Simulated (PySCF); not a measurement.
C₄H₂F₃O (charge +1).
Structure used (PBE0-D3(BJ)/def2-SVP), in Å, numbered top down from 1:
```xyz
10
C4H2F3O angstrom
F     -2.069    0.558   -1.534
C     -1.708    0.237   -0.336
F     -1.525   -1.055   -0.221
F     -2.529    0.677    0.556
O     -0.440    0.916   -0.095
C      0.631    0.270    0.119
C      1.980    0.330    0.374
C      1.369   -0.881    0.279
H      2.898    0.903    0.532
H      1.445   -1.971    0.308
```

Computed with PySCF at B3LYP/def2-SVPD, non-relativistic, on one gas-phase PBE0-D3(BJ)/def2-SVP geometry that isn't relaxed in the solvent. The solvent is an IEF-PCM continuum (van der Waals radii × 1.2), and excitations are vertical TDDFT with non-equilibrium linear response and a frozen core. The model holds no explicit solvent molecules, cavitation or dispersion.

Gas-phase singlets (H = HOMO, L = LUMO):

| state | E (eV) | λ (nm) | f | leading configurations |
| --- | --- | --- | --- | --- |
| S1 | 6.758 | 183 | 0.000 | H→L 98% |
| S2 | 7.433 | 167 | 0.000 | H→L+1 95% |
| S3 | 7.715 | 161 | 0.049 | H-1→L 95% |
| S4 | 7.986 | 155 | 0.000 | H-4→L 80%, H-3→L 9% |
| S5 | 8.507 | 146 | 0.000 | H-2→L 99% |

What are the lowest 5 singlets in benzene (ε = 2.271)?

```json
{"state": "S1", "E (eV)": "6.868", "λ (nm)": "181", "f": "0.000", "leading configurations": "H→L 98%", "change by rank (eV)": "+0.110"}
{"state": "S2", "E (eV)": "7.483", "λ (nm)": "166", "f": "0.000", "leading configurations": "H→L+1 94%", "change by rank (eV)": "+0.050"}
{"state": "S3", "E (eV)": "7.859", "λ (nm)": "158", "f": "0.078", "leading configurations": "H-1→L 96%", "change by rank (eV)": "+0.144"}
{"state": "S4", "E (eV)": "8.021", "λ (nm)": "155", "f": "0.000", "leading configurations": "H-3→L 93%", "change by rank (eV)": "+0.035"}
{"state": "S5", "E (eV)": "8.686", "λ (nm)": "143", "f": "0.384", "leading configurations": "H-1→L+1 94%", "change by rank (eV)": "+0.179"}
```

Give the list for water (ε = 78.36), n² = 1.78.

| state | E (eV) | λ (nm) | f | leading configurations | change by rank (eV) |
| --- | --- | --- | --- | --- | --- |
| S1 | 6.986 | 177 | 0.000 | H→L 98% | +0.228 |
| S2 | 7.536 | 165 | 0.000 | H→L+1 94% | +0.103 |
| S3 | 8.046 | 154 | 0.081 | H-1→L 94% | +0.331 |
| S4 | 8.070 | 154 | 0.001 | H-2→L 93% | +0.084 |
| S5 | 8.767 | 141 | 0.355 | H-1→L+1 93% | +0.260 |

The ground-state energy changes by -2.626 eV from gas to water. By how much does the total energy of gas-phase S3 change?

E(S3) = E(S0) + excitation energy, so it changes by -2.626 + 0.331 = -2.295 eV: it is lowered less than the ground state, which is what a blue shift means. This is the vertical state, with the slow part of the continuum still set for S0.

How do the frontier levels move from gas to water?

| orbital | gas (eV) | solvent (eV) | change (eV) | Löwdin shares, gas | Löwdin shares, solvent |
| --- | --- | --- | --- | --- | --- |
| LUMO+2 | -4.32 | 0.16 | +4.48 | C6 29 %, C7 18 %, C8 18 %, O5 14 % | C6 22 %, C2 20 %, O5 15 %, C8 12 % |
| LUMO+1 | -6.78 | -1.79 | +4.99 | C6 43 %, O5 19 %, C8 17 %, C7 16 % | C6 43 %, O5 18 %, C8 17 %, C7 16 % |
| LUMO | -7.78 | -2.65 | +5.13 | C7 42 %, C8 41 %, C6 8 %, H9 5 % | C7 42 %, C8 41 %, C6 8 %, H9 5 % |
| HOMO | -16.01 | -11.16 | +4.85 | O5 32 %, C6 20 %, C8 15 %, C7 14 % | O5 27 %, C6 23 %, C8 17 %, C7 15 % |
| HOMO-1 | -16.05 | -11.23 | +4.82 | O5 36 %, C8 18 %, C7 18 %, C6 11 % | O5 34 %, C8 21 %, C7 21 %, C6 13 % |
| HOMO-2 | -17.00 | -12.67 | +4.33 | F4 36 %, F1 36 %, F3 27 % | C7 36 %, C8 35 %, C6 10 %, O5 6 % |
| HOMO-3 | -17.59 | -12.99 | +4.60 | F3 34 %, F4 26 %, F1 19 %, O5 8 % | F3 34 %, F1 33 %, F4 32 % |

The HOMO–LUMO gap goes from 8.23 to 8.52 eV. Rows go by rank; for HOMO-2 and LUMO+2 the atom shares or the degeneracy differ between the runs, so the row needn't follow one orbital.

On Intel Xeon Platinum 8488C, one thread, shared host with 96 logical CPUs at a one-minute load of 35, this took 20 s and 0.84 GiB of memory at its peak. This is the whole response run at B3LYP/def2-SVPD in water, SCF included.
